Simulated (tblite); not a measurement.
C5H5F3S (charge +1 and doublet state).
SMILES with atom numbers: `[F:1][C:2]([F:3])=[C:4]([F:5])[CH:6]1[CH2:7][S+:8][CH2:9]1` (hydrogens: H10 on C6; H11, H12 on C7; H13, H14 on C9)

The geometry is computed with GFN2-xTB (gas phase). This method treats the open shell by occupation alone, without spin polarisation.

Question: Give the optimised bond lengths and angles.

Answer: 
| bond | length (Å) |
| --- | --- |
| F1–C2 | 1.312 |
| C2–F3 | 1.300 |
| C2=C4 | 1.343 |
| C4–F5 | 1.338 |
| C4–C6 | 1.496 |
| C6–C7, C6–C9 | 1.541 |
| C7–S8, S8–C9 | 1.808 |
| C6–H10 | 1.092 |
| C7–H11, C9–H13 | 1.093 |
| C7–H12, C9–H14 | 1.090 |

Bonds in one row agree within 0.01 Å and their mean is given. A selection of angles:
| angle | degrees |
| --- | --- |
| F1–C2–F3 | 112.7 |
| F1–C2–C4 | 121.6 |
| F3–C2–C4 | 125.6 |
| C2–C4–F5 | 119.5 |
| C2–C4–C6 | 126.0 |
| F5–C4–C6 | 114.6 |
| C4–C6–C7 | 114.4 |
| C7–C6–C9 | 94.4 |
| C6–C7–S8 | 93.6 |
| C7–S8–C9 | 77.4 |

Dihedral angles: F1–C2–C4–F5 180° (antiperiplanar); C2–C4–C6–C7 126° (anticlinal); C4–C6–C7–S8 128° (anticlinal); C6–C7–S8–C9 -7° (synperiplanar); C7–S8–C9–C6 7° (synperiplanar); C4–C6–C9–S8 -128° (anticlinal).

The 3 C–F bonds span 1.300 Å (C2–F3, drawn single) to 1.338 Å (C4–F5, drawn single), a spread of 0.038 Å. S8 (sulfur bonded to 2 C) is bent (angle 77.4°). Of the pairs four or more bonds apart, F1···H10 is among the closest relative to their van der Waals radii: 2.48 Å, 93 % of the sum of Bondi's values. The 4-membered ring C6–C7–S8–C9 has internal angles of 77.4° to 94.4° (sum 359°, against 360° for a flat polygon); it is slightly puckered (a soft mode that the optimisation may not have finished), 0.06 Å rms from its mean plane, widest ring torsion 8°. C2 (carbon bonded to C and 2 F) is planar (angles 125.6°, 121.6° and 112.7°, sum 360.0°, 0.00 Å off the plane of its three neighbours). The 4 C–C bonds span 1.343 Å (C2=C4, drawn double) to 1.541 Å (C6–C9, drawn single), a spread of 0.198 Å. C4 (carbon bonded to 2 C and F) is planar (angles 126.0°, 119.5° and 114.6°, sum 360.0°, 0.00 Å off the plane of its three neighbours).

Point group: Cs (tolerance 0.08 Å). Its GFN2-xTB frequencies are all real (lowest 40 cm⁻¹).

Hardware: Intel Xeon Platinum 8488C, one thread, shared host. Cost: 0.84 s. That covers the optimisation of the geometry.

One conformer stands for the species.
